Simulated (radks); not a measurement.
Values are calculated unless marked as measured or tabulated.
Ionisation of the zinc ion Zn3+, [Ar] 3d9, to Zn4+, [Ar] 3d8, under several functionals. Dirac Kohn-Sham, spin-unpolarised, spherical densities, finite nucleus; open shells are shared between the two j in proportion to 2j + 1; a radial shooting solver on a logarithmic mesh with Libxc functionals.

| functional | E(Zn3+) (hartree) | Exc (hartree) | IE (eV) | -e(HOMO) (eV) | <r> HOMO (bohr) | IE error (eV) |
|---|---|---|---|---|---|---|
| Wu-Cohen GGA | -1793.08652 | -69.98593 | 61.835 | 50.575 | 0.8213 | +2.262 |
| AM05 | -1791.01140 | -67.87375 | 61.805 | 50.547 | 0.8209 | +2.232 |
| LDA (Slater exchange, Perdew-Zunger correlation) | -1790.80578 | -67.65487 | 62.147 | 50.900 | 0.8220 | +2.574 |
| BLYP | -1793.90921 | -70.80600 | 61.785 | 50.545 | 0.8239 | +2.212 |
| B86b exchange with PBE correlation | -1793.90242 | -70.81194 | 61.850 | 50.591 | 0.8221 | +2.277 |
| revPBE | -1793.71297 | -70.62340 | 61.701 | 50.437 | 0.8217 | +2.128 |
| LDA (Slater exchange, Perdew-Wang correlation) | -1790.80997 | -67.65901 | 62.154 | 50.907 | 0.8219 | +2.581 |
| RPBE | -1793.77236 | -70.68293 | 61.707 | 50.442 | 0.8221 | +2.134 |

NIST Atomic Spectra Database: 59.57 eV (measured). Closest: revPBE. The Delta-SCF values span 0.45 eV, the total energies 3.10 hartree. The highest occupied level is 3d5/2. Spin polarisation and multiplet splitting are left out, so open shells lie too high by an amount that depends on their filling.

Beside tabulated values, note that spin-unpolarised runs miss the spin-polarisation part of the exchange energy of open shells.
